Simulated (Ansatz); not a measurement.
This singlet lies 1.94 eV below the relaxed triplet at the level B3LYP/cc-pVTZ // PBE0-D3(BJ)/def2-TZVP (Ansatz, a quantum-chemistry and plane-wave program).

Species: C₂HFSi, SMILES `C#C[Si]F` (lower singlet) (charge 0, multiplicity 1).

Q: Give a relaxed geometry from PBE0-D3(BJ)/def2-TZVP in Ansatz.

A: the end point of this relaxation (outside a Z-matrix the atoms follow the SMILES, hydrogens last).
Cartesian coordinates (Å) in one orientation:
```xyz
5

C     -1.313    -0.296     0.702
C     -0.130    -0.167     0.475
Si     1.671    -0.343     0.065
F      2.130     1.192     0.237
H     -2.357    -0.388     0.906
```
